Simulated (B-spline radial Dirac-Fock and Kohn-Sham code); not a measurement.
**Elastic and transport cross sections of xenon for electrons**

Calculated with a radial finite-basis atomic code, using relativistic (Dirac) partial waves in the static field of the Dirac-Fock atom with Furness-McCarthy exchange, without polarisation or absorption potentials. Below a few hundred eV the neglected polarisation potential matters, most of all at small angles. σ_tr1 and σ_tr2 weight the cross section with 1 − P₁ and 1 − P₂ of cos θ; "backward" is the share scattered beyond 90°.

```
energy (eV)  σ (a₀²)  σ_tr1 (a₀²)  σ_tr2 (a₀²)  σ/σ_tr1  backward (%)
         50     20.5         20.5         13.6     1.00            59
       52.9        ?            ?            ?        ?             ?
       61.8     14.3         14.0         8.51     1.01            59
       76.1     12.8         10.5         6.78     1.23            45
         78     12.8         10.2         6.74     1.26            43
        100     13.9         8.30         7.40     1.68            27
        118     15.0         7.75         8.26     1.94            20
        148     16.3         7.36         9.02     2.22            16
        156     16.6         7.29         9.07     2.27            15
        200     17.1         6.92         8.68     2.47            14
        210     17.1         6.83         8.50     2.51            14
        217     17.1         6.76         8.35     2.53            14
```

Task: Fill in the row for 52.9 eV.

Result: σ = 18.2 a₀², σ_tr1 = 18.4 a₀², σ_tr2 = 11.9 a₀², σ/σ_tr1 = 0.985, backward 61 %. The ratio σ/σ_tr1 is roughly the number of elastic collisions that randomise the direction.
